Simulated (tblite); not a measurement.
Species: C6H10NO (doublet state).
Bonds: C1–C2, C2–C3, C3–C4 (double), C4–C5, C4–O6, O6–N7, N7–C8, C3–C8. Hydrogens: H9, H10, H11 on C1; H12, H13 on C2; H14, H15, H16 on C5; H17, H18 on C8.

The geometry is computed with GFN2-xTB (gas phase). This method treats the open shell by occupation alone, without spin polarisation.

Question: Give the optimised bond lengths and angles.

Answer: 
```
                  bond  length (Å)   order
                 C1–C2       1.532  single
                 C2–C3       1.487  single
                 C3=C4       1.347  double
                 C4–C5       1.485  single
                 C4–O6       1.362  single
                 O6–N7       1.355  single
                 N7–C8       1.428  single
                 C3–C8       1.502  single
 C1–H9, C1–H10, C1–H11       1.087  single
        C2–H12, C2–H13       1.092  single
C5–H14, C5–H15, C5–H16       1.088  single
        C8–H17, C8–H18       1.101  single
```

Bonds in one row agree within 0.01 Å and their mean is given. Orders are formal, as drawn. A selection of angles:
```
     angle  degrees
  C2–C1–H9    110.3
 C2–C1–H10    110.6
 H9–C1–H10    108.5
 H9–C1–H11    108.7
  C1–C2–C3    111.4
 C1–C2–H12    109.2
 C3–C2–H12    109.3
H12–C2–H13    108.3
  C2–C3–C4    129.7
  C2–C3–C8    124.7
  C4–C3–C8    105.6
  C3–C4–C5    132.3
  C3–C4–O6    110.9
  C5–C4–O6    116.9
 C4–C5–H14    110.1
H14–C5–H15    108.8
H15–C5–H16    108.2
  C4–O6–N7    111.0
  O6–N7–C8    107.4
 N7–C8–H17    109.8
  C3–C8–N7    105.1
 C3–C8–H17    113.0
H17–C8–H18    106.1
```

Dihedral angles: C1–C2–C3–C4 -91° (anticlinal); C2–C3–C4–C5 -2° (synperiplanar); C3–C4–O6–N7 0° (synperiplanar); C4–O6–N7–C8 0° (synperiplanar); O6–N7–C8–C3 0° (synperiplanar); C2–C3–C8–N7 -178° (antiperiplanar). The mirror-image conformer, all signs reversed, is as good.

C3 (carbon bonded to 3 C) is planar (angles 129.7°, 124.7° and 105.6°, sum 360.0°, 0.02 Å off the plane of its three neighbours). Of the pairs four or more bonds apart, H13···H14 is among the closest relative to their van der Waals radii: 2.40 Å, 100 % of the sum of Bondi's values. O6 (oxygen bonded to C and N) is bent (angle 111.0°). C4 (carbon bonded to 2 C and O) is planar (angles 132.3°, 116.9° and 110.9°, sum 360.0°, 0.00 Å off the plane of its three neighbours). The 5-membered ring C3–C4–O6–N7–C8 has internal angles of 105.1° to 111.0°; it is planar, 0.00 Å rms from its mean plane, widest ring torsion 0°. The 5 C–C bonds span 1.347 Å (C3=C4, drawn double) to 1.532 Å (C1–C2, drawn single), a spread of 0.185 Å.

Point group: C1 (no symmetry element, even within 0.4 Å). Its GFN2-xTB frequencies are all real (lowest 37 cm⁻¹).
